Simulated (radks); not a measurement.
The numbers below are computed, except where a source is named.
Cl+, 16 electrons, occupied as [Ne] 3p(up 2.5, down 2.5) 3s(up 0.75, down 0.25) (fractional occupations, a model configuration).

Code: a radial shooting solver on a logarithmic mesh with Libxc functionals. Model: scalar-relativistic Kohn-Sham, SCAN, spin-polarised, spherical densities, finite nucleus; meta-GGA in the generalised Kohn-Sham scheme; Fermi nuclear charge, rms radius 3.3654 fm.

Energy parts (eV):
| part | energy |
|---|---|
| total | -12534.794 |
| kinetic | 12592.095 |
| electron-nucleus | -29686.815 |
| Hartree | 5317.877 |
| exchange-correlation | -757.951 |

Orbitals (lengths in bohr, moments of r in powers of bohr):
[
 {"orbital": "1s up", "occ.": "1", "eigenvalue (eV)": "-2780.629", "<1/r>": "16.67"},
 {"orbital": "1s down", "occ.": "1", "eigenvalue (eV)": "-2780.469", "<1/r>": "16.67"},
 {"orbital": "2s up", "occ.": "1", "eigenvalue (eV)": "-272.4610", "<1/r>": "3.326"},
 {"orbital": "2s down", "occ.": "1", "eigenvalue (eV)": "-272.3608", "<1/r>": "3.324"},
 {"orbital": "2p up", "occ.": "3", "eigenvalue (eV)": "-209.2904", "<1/r>": "3.212"},
 {"orbital": "2p down", "occ.": "3", "eigenvalue (eV)": "-209.1294", "<1/r>": "3.211"},
 {"orbital": "3s up", "occ.": "0.75", "eigenvalue (eV)": "-34.1808", "<1/r>": "0.9257"},
 {"orbital": "3s down", "occ.": "0.25", "eigenvalue (eV)": "-33.1926", "<1/r>": "0.9148"},
 {"orbital": "3p up", "occ.": "2.5", "eigenvalue (eV)": "-20.6985", "<1/r>": "0.8045"},
 {"orbital": "3p down", "occ.": "2.5", "eigenvalue (eV)": "-19.9278", "<1/r>": "0.7921"}
]

The highest occupied level is 3p down at -19.928 eV. Summed over all electrons, <r^2> = 21.11 bohr^2, which gives a Langevin (diamagnetic) susceptibility term of -16.7 x 10^-6 cm^3/mol. The spin density at the nucleus is 7.433 e/bohr^3 (1s 0.139, 2s 0.150, 3s 7.143). The electron density at the nucleus is 3587 e/bohr^3 (large components only). Spin moment in Bohr magnetons: 0.5.
